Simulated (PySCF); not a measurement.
# Ionisation energy along the 3-electron series

Calculated with PySCF 2.14 and a two-component X2C-1e Hamiltonian (Gaussian nucleus, no Breit or QED terms), each ion in its own even-tempered basis scaled to its charge; GMP2 freezes nothing and drops the highest virtual spinors. Values in eV. NIST values: (m) measured, (s) semi-empirical, (t) theoretical.

```csv
ion,configuration,GHF (screened spin-orbit),GMP2 (screened spin-orbit),NIST
Tb⁶²⁺,[He] 2s1,14737.5,14737.8,14721.02 ± 0.1 (t)
Dy⁶³⁺,[He] 2s1,15245.5,15245.7,15228.06 ± 0.11 (t)
Ho⁶⁴⁺,[He] 2s1,15764.2,15764.5,15745.77 ± 0.11 (t)
```

Between Z = 65 and Z = 67 the GMP2 (screened spin-orbit) value grows as Z to the power 2.22.
